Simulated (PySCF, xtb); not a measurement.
C2F3, SMILES F[C]=C(F)F (connectivity only; charge and spin as stated), charge +1, multiplicity 1.

Harmonic wavenumbers (cm⁻¹) from GFN2-xTB (xtb 6.7.1) at its own minimum, in rising order: 100, 216, 428, 496, 529, 834, 1274, 1283, 1919.

Task: What does PySCF with PBE-D3(BJ)/def2-SVP give at its own minimum? (An estimate is asked for; the answer gives what the named calculation found.)

Result: 150, 306, 470, 471, 582, 819, 1360, 1454, 1699. Paired by order, the mean absolute difference is 83 cm⁻¹ and the zero-point energies are 10.1 and 10.4 kcal/mol.
